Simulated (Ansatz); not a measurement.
CH5FGeS, SMILES `[CH3][GeH]([F])[SH]`. Total charge 0; spin multiplicity 1. The structure was optimised at the PBE0-D4/def2-TZVP level. It is one conformer, not always the lowest.

```xyz
9

C    -0.327   -0.853    0.812
Ge    0.606    0.118   -0.576
F    -0.005   -0.522   -2.081
S     0.211    2.289   -0.522
H     0.001   -0.512    1.794
H    -1.401   -0.686    0.714
H    -0.125   -1.920    0.711
H     2.129   -0.055   -0.637
H    -1.089    2.140   -0.217
```

Q: What is the dipole moment at PBE/def2-TZVPP? (An estimate is asked.)

A: Ansatz gave: 2.53 D, with components (-0.28, -0.67, 2.43) D in this frame, pointing from negative to positive charge.

Q: And with r2SCAN, B3LYP, ωB97M-V? (An estimate is asked.)

A: The calculation gave: r2SCAN 2.62 D, B3LYP 2.62 D, ωB97M-V 2.61 D.

Q: Give the Mulliken charges with PBE, ωB97M-V, B3LYP in def2-TZVPP. (Best estimate.)

A: Ansatz gave: 
```csv
atom,PBE,ωB97M-V,B3LYP
C1,-0.37,-0.44,-0.38
Ge2,0.58,0.58,0.64
F3,-0.35,-0.39,-0.39
S4,-0.31,-0.29,-0.31
H5,0.12,0.14,0.12
H6,0.11,0.13,0.11
H7,0.12,0.14,0.12
H8,-0.02,0.01,-0.02
H9,0.12,0.12,0.11
```

B3LYP here is the variant with VWN-RPA as its local correlation; programs differ in this.
